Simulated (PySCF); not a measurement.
**AlPb⁺: frontier orbitals**

PBE0 at R = 3.063 Å; PySCF, scalar-relativistic core potentials, basis sets Al def2-SVP, Pb def2-SVP with ECP60. State: ³Π (triplet), unpaired electrons σ ↑, π ↑. Only the outer orbitals are listed, counted within each symmetry, core potentials removing the inner ones.

```tsv
spin	orbital	occ.	ε (eV)	on Al (%)	main shells (%)
α	7σ	1	-19.32	5	94 Pb s
α	8σ	1	-14.45	84	84 Al s, 10 Pb p
α	9σ	1	-10.47	48	51 Pb p, 39 Al p, 8 Al s
α	4π	1	-9.99	15	85 Pb p, 14 Al p
α	4π	0	-8.35	22	77 Pb p, 22 Al p
α	5π	0	-6.79	85	85 Al p, 14 Pb p
α	5π	0	-6.57	77	77 Al p, 22 Pb p
β	7σ	1	-18.09	6	93 Pb s
β	8σ	1	-13.63	88	88 Al s
β	4π	0	-7.89	29	70 Pb p, 29 Al p
β	9σ	0	-7.80	47	52 Pb p, 38 Al p, 8 Al s
β	4π	0	-7.37	44	55 Pb p, 44 Al p
```

Question: Which are the highest filled and the lowest empty level, where do they sit, and how wide is the gap?

Answer: Highest filled α 4π at -9.99 eV (in %: 85 Pb p, 14 Al p); lowest empty α 4π at -8.35 eV (in %: 77 Pb p, 22 Al p); the gap at PBE0 is 1.64 eV. Both belong to one degenerate shell, split only by its one-sided filling, so this is no excitation gap.

The bond order (Mayer) is 0.84. The ⟨S²⟩ is 2.010, the charge on Al (Mulliken, basis-dependent) is 0.54 and the charge on Al (Löwdin, basis-dependent) is 0.53. The dipole moment (positive dipole points towards Pb; it is taken about the centre of mass and depends on that origin) is -5.48 D and the polarisability along the bond is 145.7 bohr³. The polarisability across the bond is 49.1 bohr³.

These are scalar-relativistic numbers at best; spin–orbit coupling would shift them, the dissociation energy most. The state is the lowest determinant that a PBE0 search found; another state may lie lower at other levels.
